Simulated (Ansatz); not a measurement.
Cartesian coordinates (Å):
SMILES: [NH2][InH2]
```xyz
6

N     -1.0487    -0.0349    -0.0376
In     0.9614     0.0312     0.0349
H     -1.6441     0.7774    -0.0682
H     -1.5916    -0.8836    -0.0497
H      1.6095     1.6115     0.0419
H      1.7134    -1.5017     0.0788
```
Charge 0, multiplicity 1.

Method: frozen-core CCSD(T)/def2-TZVPP // r2SCAN-D4/def2-TZVP (Ansatz, an electronic-structure program).

| Quantity | Result |
|---|---|
| HF energy | -245.99352 Ha |
| MP2 correlation energy | -0.52043 Ha |

Estimate the CCSD correlation energy, the (T) correction, the total energy and the T1 diagnostic.


```json
{
 "CCSD correlation energy": "-0.53288 Ha",
 "(T) correction": "-0.01703 Ha",
 "CCSD(T) total energy": "-246.54343 Ha",
 "T1 diagnostic": "0.016"
}
```
